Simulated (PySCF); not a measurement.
Al(Cl) cation (AlCl), SMILES [Al][Cl] (connectivity only; charge and spin as stated), charge +1, multiplicity 2.

Coordinates come from a PBE0-D3(BJ)/def2-TZVPD optimisation. The multiplicity is an assumed one; other spin states were not compared.

Method: M06-2X/def2-TZVPD (PySCF).

The molecule is in vacuum.

Question: Estimate the frontier levels, dipole moment and polarisability. (The exact figures need the calculation; the answer reports its results.)

Answer: 
The α spin, highest occupied and lowest empty level is -15.75 and -7.44 eV, the β spin, highest occupied and lowest empty level comes out as -17.09 and -11.70 eV and the dipole moment about the centre of nuclear charge is 5.73 D. The mean static polarisability comes out as 32.7 bohr³ (4.85 Å³) and the polarisability, principal values is 29.0, 29.0, 40.2 bohr³. The ⟨S²⟩ is 0.752 (pure state 0.75).
